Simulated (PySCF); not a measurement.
Geometry:
| atom | x (Å) | y (Å) | z (Å) |
| --- | --- | --- | --- |
| C1 | 2.538 | -0.522 | -0.215 |
| C2 | 2.177 | 0.954 | -0.122 |
| C3 | 0.804 | 1.210 | 0.506 |
| Si4 | -0.640 | 0.600 | -0.501 |
| O5 | -0.779 | -1.077 | -0.472 |
| C6 | -2.121 | -1.428 | -0.201 |
| C7 | -2.724 | -0.289 | 0.631 |
| O8 | -2.148 | 0.917 | 0.172 |
| H9 | 3.532 | -0.662 | -0.665 |
| H10 | 2.554 | -0.988 | 0.784 |
| H11 | 1.810 | -1.088 | -0.817 |
| H12 | 2.948 | 1.483 | 0.462 |
| H13 | 2.210 | 1.406 | -1.130 |
| H14 | 0.642 | 2.294 | 0.652 |
| H15 | 0.741 | 0.754 | 1.509 |
| H16 | -0.583 | 1.154 | -1.885 |
| H17 | -2.152 | -2.388 | 0.338 |
| H18 | -2.680 | -1.552 | -1.149 |
| H19 | -3.820 | -0.242 | 0.524 |
| H20 | -2.495 | -0.434 | 1.704 |

Geometry: PBE0-D3(BJ)/def2-SVP; GIAO shifts from PySCF 2.14.0 with density-fitted response routines, gas phase, non-relativistic, averaged over equivalent atoms.

At B97-2/pcSseg-1 (203 basis functions, 38 s wall time on 1 thread of an Arm Neoverse V1, shared host):
| atoms | δ (ppm) |
| --- | --- |
| C6/C7 | 66.7 |
| C3 | 18.8 |
| C2 | 18.1 |
| C1 | 17.9 |
| Si4 | 19.0 |
| O5/O8 | 46.7 |
| H16 | 4.89 |
| H17/H20 | 3.87 |
| H18/H19 | 3.86 |
| H12/H13 | 1.47 |
| H9/H10/H11 | 1.03 |
| H14/H15 | 0.62 |

Referencing at the same level of theory: ¹³C (183.69 ppm) and ²⁹Si (357.41 ppm) and ¹H (31.38 ppm) against TMS; ¹⁷O (331.62 ppm) against H2O.

**Question.** What do these become at PBE0/pcSseg-1?

**Answer.** 
```json
{"atoms": "C6/C7", "δ at PBE0/pcSseg-1": "67.1", "change": "+0.4"}
{"atoms": "C3", "δ at PBE0/pcSseg-1": "19.2", "change": "+0.4"}
{"atoms": "C2", "δ at PBE0/pcSseg-1": "17.3", "change": "-0.8"}
{"atoms": "C1", "δ at PBE0/pcSseg-1": "17.6", "change": "-0.3"}
{"atoms": "Si4", "δ at PBE0/pcSseg-1": "23.2", "change": "+4.2"}
{"atoms": "O5/O8", "δ at PBE0/pcSseg-1": "49.4", "change": "+2.7"}
{"atoms": "H16", "δ at PBE0/pcSseg-1": "4.99", "change": "+0.10"}
{"atoms": "H17/H20", "δ at PBE0/pcSseg-1": "3.89", "change": "+0.02"}
{"atoms": "H18/H19", "δ at PBE0/pcSseg-1": "3.87", "change": "+0.01"}
{"atoms": "H12/H13", "δ at PBE0/pcSseg-1": "1.47", "change": "+0.00"}
{"atoms": "H9/H10/H11", "δ at PBE0/pcSseg-1": "1.01", "change": "-0.02"}
{"atoms": "H14/H15", "δ at PBE0/pcSseg-1": "0.62", "change": "+0.00"}
```

Chemical shifts δ = σref − σ; ¹³C (σ = 184.41 ppm) and ²⁹Si (σ = 351.99 ppm) and ¹H (σ = 31.27 ppm) against TMS; ¹⁷O (σ = 334.56 ppm) vs H2O, all at this level.

The largest change is at Si4 (silicon bonded to C, 2 O, H, in a 5-membered ring). Cost: 203 basis functions, 36 s wall time on 1 thread of an Arm Neoverse V1, shared host. The order of the carbon signals changes between the two levels.

Experimental scales use liquid or dissolved standards, which lie at an offset from isolated H2O (liquid H2O: subtract about 36 ppm).
